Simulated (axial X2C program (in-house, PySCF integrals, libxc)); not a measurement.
# SrI⁻: from Re and ωe to a spectrum

A bond curve at the CCSD(T) level, 2c, was computed with an in-house relativistic program for diatomic molecules (basis I dyall-acv3z [12s13p9d5f1g], Sr dyall-acv3z [14s13p9d6f1g] (cores contracted in-house)) for the state Ω = 0 (closed shell). Its fit gives Re = 3.2261 Å, ωe = 120.6 cm⁻¹, ωexe = 0.426 cm⁻¹ and αe = 1.355e-04 cm⁻¹; the masses are 126.9045 and 87.9056 u. Two-component means X2C with spin–orbit coupling and atomic mean-field Coulomb and Gaunt terms.

Correlated methods: 10 electrons correlated (number of frozen shells: I 4 s, 3 p, 2 d; Sr 4 s, 3 p, 1 d), 374 virtual spin orbitals or spinors in MP2, 90 natural virtuals in coupled cluster.

Task: Find the reduced mass, Be and the force constant.

Result: From the CCSD(T) values: μ = 51.9325 u. Be = 16.8576/(μ Re²) = 0.03119 cm⁻¹. k = 5.8918×10⁻⁷ μ ωe² = 0.445 mdyn/Å.

Task: Estimate De from a Morse curve and compare with the computed well depth of 1.298 eV to I- + Sr.

Result: De(Morse) = ωe²/(4ωexe) = 1.058 eV against 1.298 eV computed, a ratio of 0.82. The extrapolation falls short: long-range attraction (ionic or ion–induced dipole) or a change of character along the curve can cause this.

Task: Give B0, the J = 1←0 line in GHz and the most populated J at 300 K (kT = 208.5 cm⁻¹).

Result: B0 = Be − αe/2 = 0.03112 cm⁻¹; 2B0 = 1.866 GHz; J(max) ≈ √(kT/2B0) − 1/2 = 57.4, so J = 57.

Task: A Morse curve ties αe to the other constants (Pekeris). How well does that hold?

Result: αe(Morse) = 6Be²/ωe × (√(ωexe/Be) − 1) = 1.305e-04 cm⁻¹; the CCSD(T) curve gives 1.355e-04 cm⁻¹, a ratio of 0.96.

Task: Estimate the centrifugal constant by the Kratzer relation.

Result: D = 4Be³/ωe² = 8.34e-09 cm⁻¹.

The state is a single determinant with fixed occupations, the lowest that a limited PBE0 search found. De is counted from the lowest determinant-based energies of the atoms at the same level, without counterpoise correction. Coupled cluster ran in a truncated set of natural virtual spinors; the MP2 energy of the rest was added. (T) has no such correction and the atoms are truncated less, which lowers De at CCSD(T) by a hundredth of an eV or more. The outer-core s and p shells of the metal are frozen in the correlated rows, which leaves out core–valence correlation; for alkali and alkaline-earth bonds that tends to lengthen them. With the outer-core shells frozen, correlated bond lengths of heavy atoms tend to come out a few hundredths of an ångström too long.
